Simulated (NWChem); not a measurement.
AlCl₂F; SMILES [F][Al]([Cl])[Cl]

```xyz
4

Al     0.0000     0.0000     0.3468
F      0.0000     0.0000     1.9971
Cl    -1.8109     0.0000    -0.6612
Cl     1.8109     0.0000    -0.6612
```
Atoms are numbered in this order, from 1.

Results from NWChem. All runs use the structure optimised with PBE0/def2-SVP. Ions are spin-unrestricted doublets at the neutral geometry; other ion states weren't tried.

For level PBE0/def2-SVP:

```
Item                                   Value
-------------------------------------  -----
vertical ionisation energy, ΔSCF (eV)  11.91
−ε(HOMO) (eV)                           9.50
```

Question: Estimate the same quantities for level PBE/def2-SVP.

Answer: 
- vertical ionisation energy, ΔSCF (eV) = 11.32
- −ε(HOMO) (eV) = 7.98
